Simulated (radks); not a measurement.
Numerical settings for the calcium ion Ca18+, [He]. All-electron calculation, scalar-relativistic Kohn-Sham, PBE, spin-polarised, spherical densities, point nucleus. Program: a radial shooting solver on a logarithmic mesh with Libxc functionals. The defaults (mesh step 0.008 in ln r, mesh end at 40 bohr or more with all orbitals vanishing there, Anderson mixing 0.5 over 9 steps, residual threshold near 1e-9 with the energy settled to 1e-9 hartree or 1e-11 of itself, here a cap of 76 iterations) give E = -389.4736 hartree and 1s at -5008.2 eV in 12 iterations. Run on one thread of a shared host, so times are rough (Intel(R) Xeon(R) 6975P-C): 0.03 s of CPU time, 0.03 s wall, 12 iterations on 2476 mesh points. Changes against that run (0 stands for a change within the tolerance of the run):

| setting | iterations | converged | E (mhartree) | e(1s) (meV) | CPU (s) |
|---|---|---|---|---|---|
| mesh step in ln r 0.08 | 12 | yes | -0.00379 | -0.0722 | 0.01 |
| mesh step in ln r 0.2 | 76 | no | -1.2e+06 | - | 0.03 |
| mesh step in ln r 0.05 | 12 | yes | -0.000119 | 0 | 0.01 |
| mesh end (bohr) 1 | 12 | yes | 0 | 0 | 0.03 |
| mesh end (bohr) 400 | 12 | yes | 0 | 0 | 0.03 |
| residual threshold 1e-13 | 15 | yes | 0 | 0 | 0.03 |
| residual threshold 0.001 | 7 | yes | 0 | -0.0161 | 0.02 |
| mixing 0.01 | 15 | yes | 0 | 0 | 0.03 |
| linear mixing, mixing 1 | 9 | yes | 0 | 0 | 0.02 |
| linear mixing, mixing 0.05 | 76 | no | +0.03 | -7.64e+03 | 0.15 |
| mixing history 2 | 16 | yes | 0 | 0 | 0.03 |
| iteration cap 3 | 3 | no | +0.00998 | -124 | 0.01 |

No run marked as converged misses the energy by more than 1 mhartree. A mesh that ends early acts as a hard wall.
